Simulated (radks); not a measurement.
Mo V, configuration [Kr] 4d2.

Method: Dirac Kohn-Sham, Wu-Cohen GGA, spin-unpolarised, spherical densities, finite nucleus; open shells are shared between the two j in proportion to 2j + 1; Fermi nuclear charge, rms radius 4.4091 fm; computed with a radial shooting solver on a logarithmic mesh with Libxc functionals.

Energy parts (Ry):
total: -8090.53005
kinetic: 8389.43114
electron-nucleus: -19414.69338
Hartree: 3177.93691
exchange-correlation: -243.20472

Orbitals (lengths in bohr, moments of r in powers of bohr; <r^-3> diverges for s and p1/2):
orbital	occ.	eigenvalue (Ry)	<r^-3>	<r^2>	<r>	<r^4>
1s1/2	2	-1459.540	-	0.001669	0.03517	7.213e-06
2s1/2	2	-209.2081	-	0.02780	0.1534	0.001335
2p1/2	2	-192.7994	-	0.02099	0.1308	0.0008860
2p3/2	4	-184.9667	2397	0.02235	0.1353	0.0009920
3s1/2	2	-38.56652	-	0.2108	0.4288	0.06886
3p1/2	2	-32.31989	-	0.2088	0.4233	0.07128
3p3/2	4	-31.02890	400.3	0.2191	0.4339	0.07833
3d3/2	4	-19.97193	58.43	0.2052	0.4130	0.08166
3d5/2	6	-19.72731	55.70	0.2085	0.4164	0.08419
4s1/2	2	-8.17658	-	1.335	1.087	2.651
4p1/2	2	-6.35562	-	1.572	1.175	3.795
4p3/2	4	-6.15820	61.47	1.643	1.201	4.137
4d3/2	0.8	-3.41567	5.869	2.648	1.509	11.70
4d5/2	1.2	-3.39161	5.590	2.682	1.519	11.99
4f5/2	0	-1.33004	0.1487	10.33	2.979	179.1
4f7/2	0	-1.32972	0.1481	10.34	2.981	179.4
5s1/2	0	-2.67651	-	7.090	2.520	70.87
5p1/2	0	-2.18891	-	8.932	2.826	112.9
5p3/2	0	-2.15075	11.97	9.225	2.873	120.2

The highest occupied level is 4d5/2 at -46.145 eV. Summed over all electrons, <r^2> = 21.70 bohr^2, which gives a Langevin (diamagnetic) susceptibility term of -17.2 x 10^-6 cm^3/mol. The electron density at the nucleus is 9.08e+04 e/bohr^3. The density falls to 0.001 e/bohr^3 at r = 3.03 bohr. For comparison, the ionisation energy in NIST's Atomic Spectra Database is 54.42 eV (semi-empirical). In exact Kohn-Sham theory the highest level is minus the ionisation energy, but local and semilocal functionals leave it too shallow, through self-interaction and a potential that decays too fast; potentials with the right tail come closer.

Beside tabulated values, note that spin-unpolarised runs miss the spin-polarisation part of the exchange energy of open shells.
